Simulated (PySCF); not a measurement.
# Ionisation energy of I²¹⁺ by level of theory

I²¹⁺ [Ar] 3d10 4s2 4p2 [4p1/2^2, M_J = 0] → I²²⁺ [Ar] 3d10 4s2 4p1 [4p1/2^1, M_J = 1/2], as a difference of total energies. All numbers are calculated (PySCF 2.14, the two-component X2C-1e Hamiltonian, in an even-tempered Gaussian basis (18 s from 1.4 bohr⁻², ratio 2.8; 13 p from 1.8 bohr⁻², ratio 2.8; 8 d from 3.2 bohr⁻², ratio 2.8; 4 f from 9.3 bohr⁻², ratio 3)). Correlated levels: [Ne] frozen; the 76 highest virtual spinors dropped. "Screened" scales the spin-orbit matrix elements by Boettger's factors to mimic the two-electron term; Breit and QED terms are absent.

```json
{"method": "GHF (spin-free)", "ionisation energy (eV)": "638.79"}
{"method": "GMP2 (spin-free)", "ionisation energy (eV)": "639.90"}
{"method": "GHF (screened spin-orbit)", "ionisation energy (eV)": "645.74"}
{"method": "GMP2 (screened spin-orbit)", "ionisation energy (eV)": "647.37"}
```

Problem. How much does correlation contribute at GMP2 (screened spin-orbit)?

Solution. 647.37 − (645.74) = 1.63 eV, measured against GHF (screened spin-orbit).

Breit and QED terms and the two-electron picture change are absent.

The spin-free rows relax to the high-spin LS determinant and lack the spin-orbit shift.

The labels give the starting determinants; with spin-orbit coupling the two ends relaxed to ⟨J²⟩ = 0.00, ⟨L²⟩ = 1.34, ⟨S²⟩ = 1.34 and ⟨J²⟩ = 0.75, ⟨L²⟩ = 2.02, ⟨S²⟩ = 0.77.

For comparison: 649 ± 4 eV (theoretical estimate listed by NIST; NIST Atomic Spectra Database, ionization energies).
